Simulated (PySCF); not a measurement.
C5H5, SMILES [CH]1C=CC=C1, multiplicity 2. Atoms are numbered in the order given.

```xyz
10

C     -1.0944     0.4834     0.0000
C     -0.7530    -0.9525     0.0000
C      0.6071    -1.0572     0.0000
C      1.1535     0.3014     0.0000
C      0.0865     1.2244     0.0000
H     -2.1094     0.8842     0.0000
H     -1.4764    -1.7676     0.0000
H      1.1979    -1.9725     0.0000
H      2.2164     0.5500     0.0000
H      0.1729     2.3096     0.0000
```
Charge 0, spin multiplicity 2.

The structure is a stationary point at B3LYP-D3(BJ)/def2-SVP. The isomer is the one that the SMILES or the coordinates give; other isomers of the formula were not compared.

Computed with PySCF with PBE0/pcH-1.

Unrestricted Kohn–Sham, ⟨S²⟩ = 0.776. Hyperfine tensors hold the contact and dipolar terms, without spin-orbit corrections.

Computed hyperfine couplings:
```tsv
nucleus	A(iso) (MHz)	A(iso) (G)	dipolar principal values (MHz)
13C no. 1	40.4	14.4	-41.0, -39.1, 80.2
13C no. 2	-3.2	-1.1	-13.6, -12.4, 26.0
13C no. 3	-17.2	-6.1	-4.2, -3.4, 7.5
13C no. 4	49.6	17.7	-46.3, -44.5, 90.8
13C no. 5	-42.7	-15.2	-27.1, 13.5, 13.6
1H no. 6	-37.5	-13.4	-20.0, -1.7, 21.6
1H no. 7	-13.6	-4.9	-8.1, -2.6, 10.8
1H no. 8	-5.3	-1.9	-4.2, -3.1, 7.3
1H no. 9	-42.2	-15.1	-22.3, -1.5, 23.9
1H no. 10	10.8	3.9	-4.1, -0.7, 4.8
```
